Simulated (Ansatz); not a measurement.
Process, species as SMILES: O=S(F)F → 2 F atom + O atom + S atom
B3LYP-D3(BJ)/def2-TZVP geometries, fixed; electronic energies without zero-point terms.
Largest species:
```
S
O 1 1.4239
F 1 1.6063 2 106.51
F 1 1.6063 2 106.51 3 98.37
```

Basis-set convergence of the atomisation energy at HF with Ansatz (a quantum-chemistry and plane-wave program). Cartesian d functions, on some or all atoms, in 6-31+G*; all else is spherical. Open shells are unrestricted. No added dispersion term, no relativity. Functions are those of the species that has most. Reference: the value in pcseg-4, 150.39 kcal/mol, itself unsure by roughly 0.92 kcal/mol (its mean distance from aug-pcseg-3, aug-cc-pV(Q+d)Z, cc-pV(5+d)Z).

```csv
basis,functions,atomisation energy (kcal/mol)
STO-3G,24,-38.55
6-31G,40,-32.13
def2-SVP,60,112.45
pcseg-1,60,105.87
cc-pV(D+d)Z,65,?
6-31+G*,80,118.16
aug-pcseg-1,96,118.79
def2-SVPD,96,?
aug-cc-pV(D+d)Z,101,129.22
cc-pV(T+d)Z,129,145.21
jun-cc-pV(T+d)Z,165,?
def2-TZVPD,166,146.26
aug-cc-pV(T+d)Z,193,?
cc-pV(Q+d)Z,229,148.64
pcseg-3,244,150.61
aug-cc-pV(Q+d)Z,329,148.97
cc-pV(5+d)Z,373,149.35
pcseg-4,408,150.39
```

Task: Some entries are withheld; supply them.

Result: 
- cc-pV(D+d)Z, atomisation energy (kcal/mol): 113.69
- def2-SVPD, atomisation energy (kcal/mol): 121.68
- jun-cc-pV(T+d)Z, atomisation energy (kcal/mol): 146.06
- aug-cc-pV(T+d)Z, atomisation energy (kcal/mol): 146.90
